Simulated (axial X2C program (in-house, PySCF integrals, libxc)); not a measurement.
# NbH⁺: cheaper levels and CCSD(T), 2c

Calculated with an in-house all-electron X2C program for linear molecules (integrals from PySCF). Two-component (2c) means X2C with spin–orbit coupling and atomic mean-field two-electron Coulomb and Gaunt terms. Basis: Nb dyall-cv3z [11s12p9d5f3g], H dyall-v3z [6s2p1d] (cores contracted in-house); Gaussian nuclei, density fitting, unrestricted open shells. Masses: Nb 92.906 u, H 1.008 u.

State: Ω = 1/2 (⟨Sz⟩ = -1.50, ⟨Lz⟩ = 2.00 at HF); fragments Nb+ + H.

```json
{"level": "PBE0", "Re (Å)": "1.719", "ωe (cm⁻¹)": "1865.3"}
{"level": "HF", "Re (Å)": "1.771", "ωe (cm⁻¹)": "1781.8"}
{"level": "MP2", "Re (Å)": "1.707", "ωe (cm⁻¹)": "1919.6"}
{"level": "CCSD", "Re (Å)": "1.728", "ωe (cm⁻¹)": "1854.9"}
{"level": "BHandHLYP", "Re (Å)": "1.729", "ωe (cm⁻¹)": "1866.1"}
```

Correlated methods: 13 electrons correlated (number of frozen shells: Nb 3 s, 2 p, 1 d; H none), 227 virtual spin orbitals or spinors in MP2, 90 natural virtuals in coupled cluster.

CCSD(T), same Hamiltonian and basis:

Re = 1.727 Å, ωe = 1852.6 cm⁻¹; T1 = 0.018 (Lee–Taylor normalisation).

Task: Give the differences from CCSD(T) in the columns below.

Result: 

| level | ΔRe (Å) | Δωe (cm⁻¹) |
| --- | --- | --- |
| PBE0 | -0.008 | 13 |
| HF | 0.044 | -71 |
| MP2 | -0.020 | 67 |
| CCSD | 0.001 | 2 |
| BHandHLYP | 0.002 | 14 |

The state is one determinant whose occupation by symmetry is held fixed; it was picked as the lowest of a PBE0 search that is not exhaustive. De is not given where an atomic determinant may have missed its ground term or J level, or where the truncated virtual space spoils (T). Density functionals use the spin component along the axis (collinear). CCSD and (T) use frozen natural virtuals with an MP2 correction for the truncation; (T) itself is uncorrected, so its De runs slightly low. PBE0 can misorder states that lie within some tenths of an eV, so this need not be the ground state of the molecule. The nearest other 2c determinant of the search, Ω = 1/2, lies 0.12 eV up at the distance of the search. Without a current term, density functionals place determinants with orbital angular momentum somewhat too high. With several unpaired electrons one determinant need not be a pure state.
